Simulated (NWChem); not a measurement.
Molecule: ZnF$_{2}$; SMILES [F][Zn][F]

```xyz
3

Zn     0.0000     0.0000    -0.2602
F      1.7392     0.0000    -0.2601
F     -1.7392     0.0000    -0.2601
```
Atoms are numbered in this order, from 1.

Level: PBE-D3(BJ)/def2-SVP (NWChem), optimised geometry, unscaled harmonic frequencies. 

| frequency (cm⁻¹) | IR intensity (km/mol) |
|---|---|
| 155 | 33.5 |
| 592 | 0.0 |
| 768 | 72.0 |

```
Quantity                                                                           Result
-----------------------------------------------------------------------  ----------------
zero-point energy                                                            2.2 kcal/mol
thermal correction to the enthalpy at 298.15 K (with zero-point energy)      5.1 kcal/mol
heat capacity Cv                                                          9.6 cal/(mol K)
entropy at 298.15 K and 1 atm (symmetry number 2)                        47.1 cal/(mol K)
dipole moment                                                                      0.00 D
```

Rigid rotor and harmonic oscillator.
